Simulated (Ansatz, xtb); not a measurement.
# Relative energy of two isomers of C4H5NO2S

Structure a: `[H]/N=C(/O)[C@@H]1SCC1=O`, a singlet. Structure b: `N/C(O)=C1\SCC1=O`, a singlet. Both are isolated molecules in the gas phase, relaxed with r2SCAN-D4/def2-SVP, each in the lowest conformer that the search found.

Quicker runs give these differences E(b) − E(a): GFN2-xTB −9.42 kcal/mol; HF/STO-3G +7.23 kcal/mol (at GFN2-xTB geometries); r2SCAN-D4/def2-SVP//GFN2-xTB −11.40 kcal/mol.

Task: Which of the two would you expect CCSD(T)/def2-SVP + ΔMP2/def2-TZVPP electronic energies to favour?

Result: CCSD(T)/def2-SVP + ΔMP2/def2-TZVPP gives E(b) − E(a) = −1.83 kcal/mol, favouring structure b, but this leans on the basis-set step: CCSD(T) alone gives −0.36 kcal/mol.

How the difference moves with the method:

```
                             level            geometry  E(b) − E(a) (kcal/mol)  departure from the last row (kcal/mol)  job, with rough time for the two
                          GFN2-xTB            GFN2-xTB                     −9.42                                   −7.59               optimisation, 0.8 s
                         HF/STO-3G            GFN2-xTB                     +7.23                                   +9.06              single point, 0.81 s
      r2SCAN-D4/def2-SVP//GFN2-xTB            GFN2-xTB                    −11.40                                   −9.58               single point, 8.7 s
                r2SCAN-D4/def2-SVP  r2SCAN-D4/def2-SVP                    −11.06                                   −9.23             optimisation, 2.3 min
                       HF/def2-SVP  r2SCAN-D4/def2-SVP                     −3.11                                   −1.28           part of the CCSD(T) run
                      MP2/def2-SVP  r2SCAN-D4/def2-SVP                     −2.37                                   −0.54           part of the CCSD(T) run
                  CCSD(T)/def2-SVP  r2SCAN-D4/def2-SVP                     −0.36                                   +1.47                      single point
CCSD(T)/def2-SVP + ΔMP2/def2-TZVPP  r2SCAN-D4/def2-SVP                     −1.83                                                     single point, 3.4 min
```

As drawn, b has 1 C–N, 1 C=C, 1 N–H in place of 1 C=N, 1 C–C, 1 C–H.

HF/STO-3G puts the two in the other order. CCSD(T)/def2-SVP finds them nearly level. The largest departure from CCSD(T)/def2-SVP + ΔMP2/def2-TZVPP is that of r2SCAN-D4/def2-SVP//GFN2-xTB, 9.58 kcal/mol. The last row adds to CCSD(T) the change of the MP2 difference between the two basis sets, here −1.47 kcal/mol.

With thermal terms from frequencies at re-optimised GFN2-xTB minima (ideal gas, soft modes damped towards free rotors, one conformer each, 298.15 K, 1 atm): the zero-point term adds −0.26 kcal/mol; ΔH is −1.73 and ΔG −2.22 kcal/mol.

The correlated steps freeze 12 core orbitals. Mirror images aren't counted in ΔG. Codes used: Ansatz 0.2.0, xtb 6.7.1; the last row on 2 threads of Arm Neoverse V1 on a shared host.
